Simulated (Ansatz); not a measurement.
`BC1C[SiH2]1` and `ClBC1C[SiH2]1` differ in one atom or group.

Ansatz, PBE0-D4/def2-TZVP geometries, multiplicity 1. Each molecule was computed in one conformer, which needn't be the lowest.

| property | `BC1C[SiH2]1` |
| --- | --- |
| HOMO–LUMO gap (B3LYP/def2-TZVPP) / eV | 6.55 |
| size of the dipole moment (PBE/def2-TZVPP) / D | 2.19 |
| HOMO energy (PBE0/def2-TZVPP) / eV | -7.23 |
| HOMO–LUMO gap (PBE/def2-TZVPP) / eV | 5.06 |
| HOMO energy (ωB97M-V/def2-TZVPP) / eV | -9.30 |
| HOMO energy (B3LYP/def2-TZVPP) / eV | -7.00 |

Problem. What does the change do to each property? (Best estimate.)

Solution. Computed: 
```json
{"property": "HOMO–LUMO gap (B3LYP/def2-TZVPP) / eV", "`ClBC1C[SiH2]1`": "6.06", "shift": "-0.49"}
{"property": "size of the dipole moment (PBE/def2-TZVPP) / D", "`ClBC1C[SiH2]1`": "2.45", "shift": "0.26"}
{"property": "HOMO energy (PBE0/def2-TZVPP) / eV", "`ClBC1C[SiH2]1`": "-7.25", "shift": "-0.02"}
{"property": "HOMO–LUMO gap (PBE/def2-TZVPP) / eV", "`ClBC1C[SiH2]1`": "4.53", "shift": "-0.53"}
{"property": "HOMO energy (ωB97M-V/def2-TZVPP) / eV", "`ClBC1C[SiH2]1`": "-9.33", "shift": "-0.03"}
{"property": "HOMO energy (B3LYP/def2-TZVPP) / eV", "`ClBC1C[SiH2]1`": "-7.04", "shift": "-0.04"}
```

Dipoles are sizes alone; their direction can turn.

B3LYP here is the variant with VWN-RPA as its local correlation; programs differ in this.
